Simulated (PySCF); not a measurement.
Job file and geometry (Å, from GFN2-xTB) of an NMR shielding run on `C1=C[Si@](N=C)(O)O1`, C₃H₅NO₂Si, PySCF 2.14.0, density-fitted response routines, GIAO PBE0/pcSseg-1 NMR shielding, non-relativistic, gas phase; density fitting, a coarse starting grid and PySCF grid level 2 are the driver's defaults:

```
$ OMP_NUM_THREADS=1 python probes_run.py task.json out

{"job": {"kind": "nmr", "xc": "PBE0", "basis": "pcSseg-1"}, "charge": 0, "multiplicity": 1}
C      2.374184    -0.685184     0.029996
N      1.559815     0.221518    -0.228057
Si    -0.043019     0.585769     0.270856
O      0.058644     2.066979     0.915195
C     -1.398538    -0.642525     0.765841
C     -1.890214    -0.435574    -0.455014
O     -1.084664     0.488080    -1.085720
H      3.342265    -0.671985    -0.464679
H      2.201614    -1.508179     0.727773
H     -0.639061     2.692883     0.735713
H     -1.746313    -1.302158     1.535084
H     -2.733517    -0.810311    -1.008295
```

Question: What does the program print?

Answer: 
```
coarse grid: 11216 points
cycle   1  E = -611.2786162685  dE =  1.270e+00  |g| = 9.759e-01  |ddm| = 3.311e+00
cycle   2  E = -611.0421714497  dE =  2.364e-01  |g| = 1.487e+00  |ddm| = 1.666e+00
cycle   3  E = -611.4487296301  dE = -4.066e-01  |g| = 1.863e-01  |ddm| = 1.140e+00
cycle   4  E = -611.4559245824  dE = -7.195e-03  |g| = 7.059e-02  |ddm| = 1.876e-01
cycle   5  E = -611.4569380371  dE = -1.013e-03  |g| = 2.534e-02  |ddm| = 6.485e-02
cycle   6  E = -611.4570841810  dE = -1.461e-04  |g| = 3.517e-03  |ddm| = 2.158e-02
cycle   7  E = -611.4570865158  dE = -2.335e-06  |g| = 1.327e-03  |ddm| = 3.443e-03
final grid: 105824 points
cycle   8  E = -611.5165790744  dE = -1.930e-05  |g| = 9.940e-03  |ddm| = 1.807e-02
cycle   9  E = -611.5165548407  dE =  2.423e-05  |g| = 1.515e-02  |ddm| = 1.590e-02
cycle  10  E = -611.5165975833  dE = -4.274e-05  |g| = 1.569e-03  |ddm| = 1.029e-02
cycle  11  E = -611.5165981050  dE = -5.217e-07  |g| = 3.826e-04  |ddm| = 1.475e-03
cycle  12  E = -611.5165981330  dE = -2.809e-08  |g| = 1.348e-04  |ddm| = 3.544e-04
cycle  13  E = -611.5165981371  dE = -4.086e-09  |g| = 2.644e-05  |ddm| = 1.115e-04
cycle  14  E = -611.5165981373  dE = -1.255e-10  |g| = 1.306e-05  |ddm| = 3.244e-05
converged SCF energy = -611.5165981373

GIAO shielding tensors (ppm)
atom      isotropic    diamagn.    paramagn.     s11        s22        s33       span
  0 C       10.210     251.804    -241.594    -82.616    -18.465    131.711    214.327
  1 N     -154.091     330.205    -484.296   -538.676   -174.752    251.157    789.833
  2 Si     380.002     880.468    -500.466    347.222    369.558    423.226     76.005
  3 O      286.291     387.340    -101.049    262.411    285.204    311.258     48.847
  4 C       78.792     261.263    -182.471    -15.439    113.593    138.222    153.661
  5 C       14.683     256.688    -242.005   -114.336     47.028    111.357    225.692
  6 O      147.662     399.844    -252.182     74.572    165.311    203.104    128.532
  7 H       22.958      27.328      -4.369     21.733     23.100     24.043      2.309
  8 H       22.832      30.146      -7.314     20.926     21.791     25.778      4.852
  9 H       29.058      30.227      -1.169     21.138     23.896     42.141     21.003
 10 H       26.828      32.998      -6.170     24.918     26.522     29.044      4.126
 11 H       24.050      30.670      -6.621     22.675     23.209     26.264      3.589
```

Size and cost of the density-fitted run: 151 basis functions, 39 s wall time on 1 thread of an Arm Neoverse N1, shared host; peak memory 0.71 GiB.
